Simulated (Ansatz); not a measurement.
Cost and result for the atomization energy of C$_{3}$H$_{11}$BSi (`B[Si](C)(C)C`) (16 atoms, 15 bonds).

Cartesian coordinates in Å:
```
B 1.707 -1.139 0.510
Si 0.104 -0.012 0.045
C -1.097 -1.194 -0.809
C 0.532 1.383 -1.141
C -0.729 0.705 1.571
H 1.775 -1.750 1.540
H 2.619 -1.294 -0.254
H -2.005 -0.653 -1.095
H -1.391 -2.015 -0.150
H -0.664 -1.624 -1.715
H 1.229 2.092 -0.688
H -0.365 1.938 -1.431
H 0.997 0.994 -2.051
H -0.067 1.396 2.099
H -1.634 1.256 1.299
H -1.011 -0.085 2.270
```

Charge 0, multiplicity 1. The geometry is a stationary point of PBE0-D4/def2-TZVP. Program: Ansatz. All runs use 4 threads of an Arm Neoverse V1 on a shared host. Times are those of one run each, without the atoms' runs, and a repeat can differ threefold. Electronic energies, without spin–orbit coupling; frozen cores. CCSD(T)/CBS adds CCSD(T) − MP2 in def2-TZVPP to the MP2 limit, and its time is that of the two runs behind it. T1 = 0.010. HSE06 is the plane-wave form, built on full-range PBE exchange.

CCSD(T)/CBS is a level of theory with its own doubt, some kJ/mol a heavy atom from the limit and from the frozen cores, so smaller differences don't rank the functionals.

| level | functions | wall time | atomization (kJ/mol) | difference from CCSD(T)/CBS | per bond |
| --- | --- | --- | --- | --- | --- |
| BLYP-D4/def2-TZVPP | 320 | 3.9 s | 5817.5 | -34.0 | -2.3 |
| PBE0-D4/def2-TZVPP | 320 | 4.7 s | 5875.0 | 23.5 | 1.6 |
| BHLYP-D4/def2-TZVPP | 320 | 4.9 s | 5784.1 | -67.4 | -4.5 |
| HSE06-D4/def2-TZVPP | 320 | 5.5 s | 5877.8 | 26.3 | 1.8 |
| r2SCANh-D4/def2-TZVPP | 320 | 8 s | 5864.4 | 12.9 | 0.9 |
| B2PLYP/def2-TZVPP | 320 | 9 s | 5802.9 | -48.6 | -3.2 |
| CCSD(T)/def2-SVP | 129 | 12 s | 5586.7 | -264.8 | -17.7 |
| ωB97X-V/def2-TZVPP | 320 | 13 s | 5876.1 | 24.6 | 1.6 |
| B97M-V/def2-TZVPP | 320 | 14 s | 5884.0 | 32.5 | 2.2 |
| ωB97M-V/def2-TZVPP (with forces) | 320 | 19 s | 5876.3 | 24.8 | 1.7 |
| MP2/def2-QZVPP | 628 | 47 s | 5825.5 | -26.0 | -1.7 |
| CCSD(T)/def2-TZVPP | 320 | 22 min | 5732.1 | -119.4 | -8.0 |
| CCSD(T)/CBS(def2) | – | 23 min | 5851.5 | 0.0 | 0.0 |

The D4 term adds +51.0 kJ/mol with B3LYP and +27.4 kJ/mol with PBE0; it sums over pairs of atoms, weighted by their polarisabilities, and B3LYP, whose exchange is more repulsive, gets the larger term. At CCSD(T), def2-SVP lies −264.8 kJ/mol from the extrapolated value and def2-TZVPP −119.4 kJ/mol: correlation converges slowly with the basis, and small sets miss more of it in the bonded molecule than in its fragments. Leaving LDA and LC-ωPBE aside and taking each functional with its dispersion term where it has one, the values, not all of them listed here, spread over 124.6 kJ/mol, from BHLYP-D4 to PBE-D4. LDA lies +654.9 kJ/mol from PBE without D4, its usual overbinding.

B3LYP here is the variant with VWN-RPA as its local correlation; programs differ in this.
